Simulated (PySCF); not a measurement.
Dipole response of Mn⁺ (manganese, charge +1)

[Ar] 3d4 4s2, high-spin 5D determinant (an excited configuration). All numbers are calculated (PySCF 2.14, no relativity, point nucleus, in aug-cc-pVQZ). Coupled (time-dependent) response in atomic units; α is the mean over directions.

```
method  mean α (bohr³)         α xx, yy, zz  C₆ (like pair)  S(−4)
  PBE0           36.65  37.21, 37.21, 35.54           252.4  711.4
```

S(−4) is the Cauchy moment in α(ω) = α(0) + S(−4) ω² + …

α(iu) at PBE0:

```json
{"u (hartree)": "0", "α(iu) (bohr³)": "36.65"}
{"u (hartree)": "0.0500", "α(iu) (bohr³)": "34.97"}
{"u (hartree)": "0.100", "α(iu) (bohr³)": "30.87"}
{"u (hartree)": "0.200", "α(iu) (bohr³)": "21.47"}
{"u (hartree)": "0.300", "α(iu) (bohr³)": "14.69"}
{"u (hartree)": "0.500", "α(iu) (bohr³)": "7.942"}
{"u (hartree)": "0.750", "α(iu) (bohr³)": "4.684"}
{"u (hartree)": "1.00", "α(iu) (bohr³)": "3.236"}
{"u (hartree)": "1.50", "α(iu) (bohr³)": "1.943"}
{"u (hartree)": "2.00", "α(iu) (bohr³)": "1.348"}
{"u (hartree)": "3.00", "α(iu) (bohr³)": "0.7824"}
{"u (hartree)": "5.00", "α(iu) (bohr³)": "0.3691"}
```

A single London oscillator, α(iu) = α/(1 + u²/ω²), gives C₆ = (3/4) ω α². Matching the computed C₆ needs ω = 4 × 252.4 / (3 × 36.65²) = 0.251 hartree.

For an ion, C₆ is the dispersion term alone; charge-induced terms of lower order in 1/R come first.

The components differ because the open shell of this determinant is not spherical; for a pure term their mean is the scalar polarisability.
